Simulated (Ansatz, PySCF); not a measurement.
Reaction (SMILES): F[SiH2][SiH2]F → F[SiH-][SiH2]F + H+
Structures are relaxed separately at B3LYP-D3(BJ)/def2-TZVP in Ansatz (a quantum-chemistry and plane-wave program), one conformer each, not searched for the lowest.

Quantity: gas-phase deprotonation energy (enthalpy at 298 K, with B3LYP-D3(BJ) rigid-rotor harmonic-oscillator terms from PySCF), in eV. Valence correlation only, unless marked. Spin-orbit coupling is left out. Non-relativistic unless marked X2C. Anions need diffuse functions: aug- sets have them; def2-D sets add few; the other sets have none. Basis-set limits of correlation are two-point, X^-3; Hartree-Fock from the larger set.

| level | program | gas-phase deprotonation energy (eV) | minus last row |
|---|---|---|---|
| BLYP/def2-TZVPD | Ansatz | 15.32 | -0.27 |
| PBE0-D3(BJ)/def2-TZVPD | Ansatz + dftd3 | 15.47 | -0.12 |
| HSE06-D3(BJ)/def2-TZVPD | Ansatz + dftd3 | 15.47 | -0.12 |
| MP2/CBS(aug-cc-pV(T+d)Z,aug-cc-pV(Q+d)Z) | Ansatz | 15.60 | 0.01 |
| SCS-MP2/6-31G | Ansatz | 14.97 | -0.62 |
| X2C-CCSD(T)/cc-pVTZ-DK | Ansatz | 15.69 | 0.10 |
| CCSD(T)/CBS(aug-cc-pV(T+d)Z,aug-cc-pV(Q+d)Z) | Ansatz | 15.59 | 0.00 |
